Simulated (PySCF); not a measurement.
## Polarisability and C₆ of W(2+) (tungsten, charge +2)

[Xe] 4f14 5d3 6s1, high-spin 5F determinant (an excited configuration). Computed with PySCF 2.14 in def2-QZVPPD with the def2 core potential (60 electrons), with scalar relativity through the core potential. Coupled (time-dependent) response in atomic units; α is the mean over directions.

| method | mean α (bohr³) | C₆ (like pair) | S(−4) |
| --- | --- | --- | --- |
| BHandHLYP | 24.09 | 164.4 | 267.0 |
| MN15 | 23.71 | 163.8 | 242.5 |

S(−4) is the Cauchy moment in α(ω) = α(0) + S(−4) ω² + …

Spin-orbit coupling is absent.

α(iu) at MN15:

```csv
u (hartree),α(iu) (bohr³)
0,23.71
0.0500,23.12
0.100,21.57
0.200,17.34
0.300,13.59
0.500,8.920
0.750,6.025
1.00,4.442
1.50,2.757
2.00,1.881
3.00,1.023
5.00,0.4280
```

A single London oscillator, α(iu) = α/(1 + u²/ω²), gives C₆ = (3/4) ω α². Matching the computed C₆ needs ω = 4 × 163.8 / (3 × 23.71²) = 0.388 hartree.

For an ion, C₆ is the dispersion term alone; charge-induced terms of lower order in 1/R come first.

Energies and moments cover only the electrons outside the core potential. Spin-orbit coupling, absent here, splits the open shell strongly.
